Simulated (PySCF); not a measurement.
## Correlation energy of Ga (gallium, neutral)

[Ar] 3d10 4s2 4p1, 2P determinant. Computed with PySCF 2.14 in def2-TZVP (6s5p4d1f, 48 functions), with no relativity, point nucleus. Frozen: [Ar] 3d10; 3 electrons correlated.

MP2 pair energies summed by pair of shells (mhartree):

```tsv
pair	energy	share (%)
4s-4s	-19.87	58.7
4s-4p	-14.01	41.3
```

Total MP2 correlation energy: -33.88 mhartree.

Same-spin part -2.44 and opposite-spin part -31.44 mhartree; SCS-MP2 scales them by 1/3 and 6/5 to -38.55 mhartree.

```
  level  correlation energy (mhartree)
   CCSD                         -46.92
    (T)                          -0.86
CCSD(T)                         -47.78
```

Diagnostics: T1 = 0.013, D1 = 0.0308, largest double amplitude 0.094.

Cost of the coupled-cluster step: 0.36 s of wall time on 1 thread of Intel(R) Xeon(R) Platinum 8375C CPU @ 2.90GHz (shared host), for 3 correlated electrons.

Iterations:

```
CC2 = 0
CCSD nocc = (np.int64(2), np.int64(1)), nmo = (34, 34)
frozen orbitals [[0, 1, 2, 3, 4, 5, 6, 7, 8, 9, 10, 11, 12, 13], [0, 1, 2, 3, 4, 5, 6, 7, 8, 9, 10, 11, 12, 13]]
max_cycle = 100
direct = 0
conv_tol = 1e-08
conv_tol_normt = 1e-06
diis_space = 8
diis_start_cycle = 0
Init t2, MP2 energy = -0.0338843344557741
Init E_corr(UCCSD) = -0.03388433445857
cycle = 1  E_corr(UCCSD) = -0.0420562219109802  dE = -0.00817188745  norm(t1,t2) = 0.0526417
cycle = 2  E_corr(UCCSD) = -0.0448508165166468  dE = -0.00279459461  norm(t1,t2) = 0.0228053
cycle = 3  E_corr(UCCSD) = -0.0469190111608456  dE = -0.00206819464  norm(t1,t2) = 0.0108945
cycle = 4  E_corr(UCCSD) = -0.0469056593325466  dE = 1.33518283e-05  norm(t1,t2) = 0.00152913
cycle = 5  E_corr(UCCSD) = -0.0469226930068106  dE = -1.70336743e-05  norm(t1,t2) = 0.000199521
cycle = 6  E_corr(UCCSD) = -0.0469169964959052  dE = 5.69651091e-06  norm(t1,t2) = 4.02889e-05
cycle = 7  E_corr(UCCSD) = -0.0469196091720345  dE = -2.61267613e-06  norm(t1,t2) = 1.19806e-05
cycle = 8  E_corr(UCCSD) = -0.0469188972920156  dE = 7.11880019e-07  norm(t1,t2) = 3.44653e-06
cycle = 9  E_corr(UCCSD) = -0.0469189351518142  dE = -3.78597987e-08  norm(t1,t2) = 4.66851e-07
cycle = 10  E_corr(UCCSD) = -0.0469189522327391  dE = -1.70809249e-08  norm(t1,t2) = 1.36204e-07
cycle = 11  E_corr(UCCSD) = -0.0469189531316593  dE = -8.98920154e-10  norm(t1,t2) = 2.09542e-08
UCCSD converged
E(UCCSD) = -1923.270410160909  E_corr = -0.04691895313165925
UCCSD(T) correction = -0.0008561599588957
```
